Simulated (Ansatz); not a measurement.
**RbI (SMILES [Rb][I]): methods side by side**

RbI: 2 atoms, total charge 0, spin state singlet. As SMILES, `[Rb][I]`. The bond length is the measured one.

```xyz
2

Rb    0.0000    0.0000    0.0000
I     0.0000    0.0000    3.1769
```

Each level gives the energy change with the Rb1–I2 bond stretched from 3.177 to 4.765 Å (eV). The values are calculated.

```tsv
level	kind	program	value (eV)	less FCI/STO-3G	CPU time (all runs)
SVWN5/STO-3G (restricted)	LDA	Ansatz	2.37	+0.01	3.9 s
revPBE/STO-3G (restricted)	GGA	Ansatz	2.10	-0.26	6.6 s
r2SCAN/STO-3G (restricted)	meta-GGA	Ansatz	2.25	-0.11	19 s
BHLYP/STO-3G (restricted)	global hybrid	Ansatz	2.44	+0.08	6.2 s
r2SCAN0/STO-3G (restricted)	hybrid meta-GGA	Ansatz	2.36	0.00	16 s
CAM-B3LYP/STO-3G (restricted)	range-separated hybrid	Ansatz	2.49	+0.13	7.6 s
CCSDT(Q)/STO-3G (restricted)	coupled cluster or CI	Ansatz	2.36	0.00	4.2 s
CCSDTQ/STO-3G (restricted)	coupled cluster or CI	Ansatz	2.36	0.00	2.3 min
FCI/STO-3G	exact in the basis	Ansatz	2.36	0.00	13 s
```

FCI/STO-3G is exact within its basis and frozen core, so for wave-function methods in that basis the difference is their error; functionals converge differently with the basis, so for them it is only a difference. All-electron rows without a relativistic Hamiltonian named are non-relativistic. The first shape isn't each level's own minimum. The values span 2.10 to 2.49 eV. All rows use very small basis sets, so none should be taken for the real molecule's value. In the correlated wave-function rows the outer d shell of I is correlated, in sets not made for it. Times are those of the runs behind each value, whatever else they computed, on shared processors of several kinds: orders of magnitude only.
